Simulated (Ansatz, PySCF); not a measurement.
Gas-phase reaction (SMILES): [CH3][Al]([NH2])[NH2] + F (HF) → [NH2][Al]([NH2])[F] + C (CH4); hydrogen fluoride cleaves one Al-C bond, a model of a ligand-exchange step.

Each molecule is optimised on its own at B3LYP-D3(BJ)/def2-TZVP (Ansatz, a first-principles code), one conformer each, not searched for the lowest. Valence correlation only, unless marked. No spin-orbit coupling. No relativistic terms. Basis-set limits of correlation are two-point, X^-3; Hartree-Fock from the larger set. Thermal terms are rigid-rotor harmonic-oscillator values from B3LYP-D3(BJ) frequencies (Ansatz or PySCF) at 298.15 K and 1 atm. 1 Eh = 627.5095 kcal/mol.

```
species                E, CCSD(T)/CBS(cc-pV(T+d)Z,cc-pV(Q+d)Z) (Ansatz) (Eh)  E, B3LYP-D3(BJ)/def2-TZVPD (Ansatz + dftd3) (Eh)  H - E (Eh)
---------------------  -----------------------------------------------------  ------------------------------------------------  ----------
[CH3][Al]([NH2])[NH2]                                             -393.76836                                        -394.45908     0.09491
F (HF)                                                            -100.39146                                        -100.49389     0.01259
[NH2][Al]([NH2])[F]                                               -453.77593                                        -454.48716     0.06081
C (CH4)                                                            -40.45816                                         -40.53958     0.04840
```

### Question
Work out ΔE and ΔH at 298.15 K at the first level, then ΔH at the second.

### Answer

1. ΔE = [(-453.77593) + (-40.45816)] - [(-393.76836) + (-100.39146)] = -0.07427 Eh = -46.6 kcal/mol at CCSD(T)/CBS(cc-pV(T+d)Z,cc-pV(Q+d)Z).
2. The terms H - E add up to 0.00171 Eh, so ΔH = (-0.07427 + (0.00171))×627.5095 = -45.5 kcal/mol.
3. At B3LYP-D3(BJ)/def2-TZVPD the same steps give ΔE = -46.3 and ΔH = -45.2 kcal/mol, a shift of +0.3 from the first level.
4. These values are not checked against measurement here, since the tables used lack a sound gas-phase enthalpy of formation for at least one species.
